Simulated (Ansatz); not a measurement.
H3IO3Zr (`[OH][Zr]([OH])([OH])[I]`) at its PBE0-D4/def2-TZVP geometry, where that method's forces vanish. The species carries charge 0 and has multiplicity 1. Zr, I takes the def2 core potential.

| atom | x (Å) | y (Å) | z (Å) |
| --- | --- | --- | --- |
| O1 | 1.4063 | -0.1837 | 1.1723 |
| Zr2 | 0.0384 | -0.2072 | -0.1580 |
| O3 | -1.6745 | -0.3695 | 0.6673 |
| O4 | 0.1133 | 1.3885 | -1.2019 |
| I5 | 0.4415 | -2.3811 | -1.8172 |
| H6 | 2.1636 | 0.0470 | 1.7024 |
| H7 | -2.3796 | -0.4865 | 1.2971 |
| H8 | -0.1090 | 2.1925 | -1.6620 |

(1) For each bond, give half the difference of the two atoms' forces along it (eV/Å; positive pushes the atoms apart) under PBE-D4, r2SCAN-D4, B3LYP-D4, ωB97M-V in def2-TZVPP. (An estimate is asked.)

## Answers

(1) Ansatz gave: 
| bond | length (Å) | PBE-D4 | r2SCAN-D4 | B3LYP-D4 | ωB97M-V |
| --- | --- | --- | --- | --- | --- |
| O1–Zr2 | 1.908 | -0.01 | 0.09 | 0.15 | 0.07 |
| O1–H6 | 0.953 | 0.30 | -0.04 | -0.11 | -0.08 |
| Zr2–O3 | 1.908 | -0.01 | 0.09 | 0.15 | 0.07 |
| Zr2–O4 | 1.908 | -0.01 | 0.09 | 0.15 | 0.07 |
| Zr2–I5 | 2.764 | -0.05 | -0.02 | 0.05 | 0.00 |
| O3–H7 | 0.953 | 0.30 | -0.04 | -0.11 | -0.08 |
| O4–H8 | 0.953 | 0.30 | -0.04 | -0.11 | -0.08 |

B3LYP here is the variant with VWN-RPA as its local correlation; programs differ in this.
